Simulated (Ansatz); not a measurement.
Consider the redistribution: `[SiH3]OB(S)Cl` + `[F][Sc]([O][SiH3])[O][SiH3]` → `[SiH3]OB(S)O[SiH3]` + `[F][Sc]([Cl])[O][SiH3]`.

Gas-phase electronic energies from Ansatz, PBE0-D4/def2-TZVP geometries. CCSD(T)/CBS is the MP2 limit (def2-TZVPP, def2-QZVPP) plus CCSD(T) − MP2 in def2-TZVPP, frozen cores. Functionals use def2-TZVPP. B3LYP here is the variant with VWN-RPA as its local correlation; programs differ in this. For Sc outer-core shells are correlated without core-valence functions, which leaves a few kJ/mol of doubt a bond. Scalar relativity is left out up to krypton. Each species was taken in one conformer, which may not be the lowest.

`[SiH3]OB(S)Cl`:

Z-matrix (Å, degrees):
```
Si
O 1 1.655
H 1 1.484 2 110.1
H 1 1.481 2 108.0 3 120.5
H 1 1.480 2 107.4 3 -120.3
B 2 1.340 1 138.7 3 -10.4
Cl 6 1.766 2 118.3 1 -178.8
S 6 1.813 2 121.1 1 1.2
H 8 1.341 6 95.9 2 -179.8
```

`[F][Sc]([O][SiH3])[O][SiH3]`:

Cartesian coordinates in Å:
```
F 1.481 -2.775 -0.557
Sc 0.629 -1.168 -0.235
O -0.384 -0.350 -1.596
Si -1.276 0.398 -2.741
O 0.768 -0.351 1.457
Si 0.848 0.405 2.902
H -2.712 0.402 -2.348
H -1.142 -0.301 -4.047
H -0.823 1.805 -2.907
H 1.258 1.824 2.718
H 1.838 -0.264 3.787
H -0.483 0.376 3.568
```

`[SiH3]OB(S)O[SiH3]`:

```xyz
13

Si    0.674   -1.072   -1.710
O     1.141    0.242   -0.840
B     0.906    0.893    0.326
S     2.150    2.130    0.815
O    -0.176    0.673    1.117
Si   -1.637   -0.084    1.071
H     0.025   -2.072   -0.821
H     1.886   -1.662   -2.323
H    -0.278   -0.651   -2.766
H     1.523    2.503    1.940
H    -2.600    0.763    1.811
H    -1.527   -1.414    1.718
H    -2.089   -0.247   -0.336
```

`[F][Sc]([Cl])[O][SiH3]`:

Cartesian coordinates in Å:
```
F -1.690 2.660 -0.709
Sc -0.084 1.898 -0.270
Cl 1.826 3.167 -0.038
O -0.036 0.054 -0.013
Si -0.009 -1.570 0.208
H -1.203 -1.993 0.986
H 1.218 -1.963 0.949
H -0.021 -2.253 -1.113
```

```json
{"level": "r2SCAN-D4", "ΔE (eV)": "-0.61"}
{"level": "B3LYP", "ΔE (eV)": "-0.60"}
{"level": "HF/def2-TZVPP", "ΔE (eV)": "-0.80"}
{"level": "HF/def2-QZVPP", "ΔE (eV)": "-0.80"}
```

**Question.** What does CCSD(T)/CBS give? (Estimate.)

**Answer.** The calculation gave: -0.55 eV. The listed levels differ from it by -0.06, -0.05, -0.25, -0.25 eV.

Largest T1 diagnostic among the species: 0.015.

The D4 term adds −0.04 eV with B3LYP and −0.03 eV with PBE0; it sums over pairs of atoms, weighted by their polarisabilities, and B3LYP, whose exchange is more repulsive, gets the larger term. From PBE to PBE0 (25 % exact exchange), in def2-TZVPP and without D4, ΔE moves by −0.07 eV.
